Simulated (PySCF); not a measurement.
# Relaxation of singlet OsN(OH)

These are results of PBE0/[Os def2-TZVP with ECP60, N def2-TZVP, O def2-TZVP, H def2-TZVP], scalar-relativistic core potentials, density fitting, no spin–orbit coupling, PySCF, not measurements. A (50,194) grid was used.

A hand-made linear (heavy-atom frame) start, of Cs symmetry, held to at least that symmetry:

```xyz
4
charge 0 multiplicity 1, angstrom
Os   -0.0033    0.0000    0.0387
N    -0.0033    0.0000    1.7987
O    -0.0033    0.0000   -1.8813
H     0.7321    0.0000   -2.4984
```

Question: What does it relax to?

Answer: It ends at Cs with Os–N 1.605 Å, Os–O 1.876 Å, O–H 0.960 Å; H–O–Os 120.5°, N–Os–O 116.2°. A frequency run shows 1 imaginary mode, down to 386i cm⁻¹, so it is a saddle point. Other isomers or separated fragments may lie lower.

Question: How much energy is released, and in how many steps?

Answer: 112.4 kJ/mol in 21 steps.

Stability towards spin polarisation was not tested. No spin–orbit coupling is included, which matters more the heavier the element.
